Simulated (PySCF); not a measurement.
SeF₅⁺, singlet: structure and spectrum

These are results of PySCF, PBE0, basis Se def2-SVP, F def2-SVP (no relativity, density fitting), not measurements.

The structure is a saddle point with 1 imaginary mode.

Coordinates in bohr (charge 1 multiplicity 1):
```
Se    0.0000    0.0000   -0.0590
F     0.0000    0.0000    3.0565
F     3.1023    0.0000   -0.7003
F     0.0000    3.1023   -0.7003
F    -3.1023    0.0000   -0.7003
F     0.0000   -3.1023   -0.7003
```

- Point group: C4v
- Bond lengths: Se–F 1.649 Å, Se–F 1.676 Å (×4)
- Bond angles: F–Se–F 87.7° (×4), F–Se–F 101.7° (×4), F–Se–F 156.6° (×2)
- Rotational constants: 0.1037, 0.1037, 0.08231 cm⁻¹
- Principal quadrupole moments (Buckingham, traceless) about the centre of mass: -0.86, -0.86, 1.72 D Å
- Zero-point energy (real modes): 36.7 kJ/mol
- Lowest empty level: -12.20 eV
- Dipole moment about the centre of mass: 0.26 D
- Principal polarisabilities: 20.4, 25.8, 25.8 bohr³
- Highest occupied level: -19.63 eV

Harmonic modes (masses in u: Se 79.917, F 18.998):
| symmetry | ω (cm⁻¹) | IR (km/mol, summed over degenerate members) | type |
| --- | --- | --- | --- |
| b1 | 81i | – | bend |
| e | 281 | 5.7 | bend |
| a1 | 346 | 36.1 | bend |
| e | 410 | 86.0 | bend |
| b2 | 444 | 0.0 | bend |
| b1 | 711 | 0.0 | stretch |
| a1 | 733 | 1.7 | stretch |
| e | 836 | 192 | stretch |
| a1 | 845 | 65.8 | stretch |

In C4v the vibrations span 2b1 + 3e + 3a1 + b2. The b1, b2 modes carry no infrared intensity, as symmetry demands.

Charges (e):
```
    atom  Mulliken  Löwdin  polar tensor  Mayer order to Se1
     Se1      1.79    1.35          2.82                   –
      F2     -0.15   -0.05         -0.38                1.11
F3,4,5,6     -0.16   -0.08         -0.36                1.05
```

Mulliken populations on Se1: s 7.30, p 14.05, d 10.86.

Outer orbital energies (eV). occupied: -21.48, -21.43, -20.72, -20.72, -20.44, -20.44, -20.42, -19.63; empty: -12.20, -8.91, -5.51, -5.51.

Other isomers or separated fragments may lie lower.

The final relaxation and frequency run took about 9 core-minutes on a shared host.
